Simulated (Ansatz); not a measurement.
`F[SiH2]O[SiH](F)F` + H₂O → `O[SiH](F)F` + `O[SiH2]F`  (formal hydrolysis of the Si–O bond)

Gas-phase electronic energies from Ansatz, PBE0-D4/def2-TZVP geometries. CCSD(T)/CBS adds triple-zeta CCSD(T) − MP2 to the extrapolated MP2 energy (def2 sets, frozen cores). This one scheme is used for every species. Functionals use def2-TZVPP. B3LYP here is the variant with VWN-RPA as its local correlation; programs differ in this. HSE06 is defined as in plane-wave codes. One conformer a species, not always the lowest.

```tsv
level	ΔE (kcal/mol)	difference from CCSD(T)/CBS
r2SCAN-D4	2.7	-1.5
PBE0-D4	3.1	-1.1
HSE06-D4	3.1	-1.1
BHLYP-D4	4.8	0.6
revPBE	1.4	-2.8
PBE0	2.2	-2.0
B3LYP	2.3	-1.9
r2SCANh	2.6	-1.6
r2SCAN0	2.9	-1.3
BHLYP	3.2	-1.0
CAM-B3LYP	2.4	-1.8
MP2/def2-TZVPP	3.4	-0.8
CCSD(T)/def2-TZVPP	3.6	-0.6
MP2/def2-QZVPP	3.9	-0.3
HF/CBS(def2)	4.9	0.7
CCSD/CBS(def2)	4.4	0.2
CCSD(T)/CBS	4.2	0
```

Largest T1 diagnostic among the species: 0.012.

Leaving LDA and LC-ωPBE aside and taking each functional with its dispersion term where it has one, the values, not all of them listed here, spread over 2.5 kcal/mol, from PBE-D4 to BHLYP-D4. At CCSD(T), def2-SVP lies −1.1 kcal/mol from the extrapolated value and def2-TZVPP −0.6 kcal/mol.

CCSD(T)/CBS has its own doubt, a few kJ/mol and more with outer-core shells, so smaller differences from it don't rank the levels.
